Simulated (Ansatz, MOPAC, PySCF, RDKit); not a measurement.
Dimer: CH4O (SMILES CO) (first 6 atoms) with C2H3N (SMILES CC#N); geometry from B3LYP-D3(BJ)/def2-TZVP, rigid monomers moved along the line of their centres of mass till H6···N9 is 2.83 Å.
(charge 0, multiplicity 1):
```xyz
12

C     -0.581     0.187    -0.744
O      0.253    -0.739    -0.077
H     -1.634     0.086    -0.451
H     -0.506    -0.014    -1.813
H     -0.274     1.226    -0.569
H      0.193    -0.565     0.873
C     -0.291     0.573     6.164
C     -0.181     0.293     4.743
N     -0.094     0.070     3.620
H     -0.491     1.633     6.322
H     -1.106    -0.008     6.598
H      0.638     0.310     6.669
```

Monomers are frozen at their geometry in the pair; levels with a basis set take the counterpoise correction. Rows marked so take none. RDKit's UFF carries no charges.

Rows in 3-21G, 6-311+G**, 6-31G*, STO-3G carry no dispersion term and start afresh at each structure (6-31G* with six Cartesian d functions). MP2/6-31G* freezes PySCF's default core. The state that PM3 reach isn't checked.

Run with Ansatz (a first-principles code); MOPAC for PM3 (differences of heats of formation); PySCF for 3-21G rows, 6-311+G** rows, 6-31G* rows, STO-3G rows, the dispersion terms; RDKit for the force fields. 

```csv
level,interaction energy (kJ/mol)
UFF,-1.1
PM3,-5.2
HF/STO-3G (no counterpoise),-7.9
HF/3-21G (no counterpoise),-16.2
PBE-D3(BJ)/def2-TZVPPD,-13.7
B3LYP/6-311+G** (no counterpoise),-12.2
PBE0-D4/def2-TZVPPD,-13.4
wB97M-V/def2-TZVPPD,___
MP2/6-31G* (no counterpoise),___
```

**Question.** What belongs in the gaps?

**Answer.** 
- wB97M-V/def2-TZVPPD, interaction energy (kJ/mol): -12.7
- MP2/6-31G* (no counterpoise), interaction energy (kJ/mol): -15.5
